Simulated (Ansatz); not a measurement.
A nudged elastic band was laid between two geometries of H2OSb (4 atoms, charge -1, multiplicity 1).

Level of theory: RKS PBE0-D4/def2-TZVP in Ansatz.

```
movable images  : 7
climbing image  : yes
spring          : 5.0 eV/Å²
optimiser       : quadratic models (default)
start path      : straight line
force threshold : 0.03 eV/Å
iteration limit : 60
end points      : relaxed
```

First end point:

```xyz
4
Properties=species:S:1:pos:R:3
O -1.704 -0.271 -0.104
Sb 0.089 -0.239 -0.607
H 0.958 -0.868 0.819
H 0.658 1.377 -0.108
```

Last end point:

```xyz
4
Properties=species:S:1:pos:R:3
O -1.479 -0.503 -0.740
Sb -0.319 0.183 0.546
H 1.049 -0.962 0.560
H 0.749 1.283 -0.366
```

What changes between the two ends?

No bond is made or broken. The height of Sb2 over the plane of its neighbours goes from -0.87 to 0.87 Å. The two ends are copies of one structure, up to a mirror image or an exchange of like atoms.

Give the energies along the band, and the barrier.

The forces met the threshold. The highest image is number 4 of 0 to 8, 2.25 eV above the ends, which have the same energy within 2 meV. The order of the stationary point at the top wasn't checked. Limits of this set-up: an anion without diffuse functions, the dipole of an ion depends on the origin.

```
image  path coordinate (Å)  energy (eV)  height of Sb2 over the plane of its neighbours (Å)
    0                 0.00         0.00                                               -0.87
    1                 0.22         0.15                                               -0.72
    2                 0.43         0.70                                               -0.49
    3                 0.65         1.64                                               -0.25
    4                 0.87         2.25                                                0.00
    5                 1.08         1.64                                                0.25
    6                 1.30         0.70                                                0.49
    7                 1.51         0.15                                                0.72
    8                 1.73         0.00                                                0.87
```

What is the geometry of the highest image?


```xyz
4
Properties=species:S:1:pos:R:3
O -1.789 -0.435 -0.475
Sb -0.015 -0.004 -0.004
H 1.070 -1.034 0.757
H 0.735 1.473 -0.278
```

Time of the run: 89 s on 1 CPU thread of a shared host.
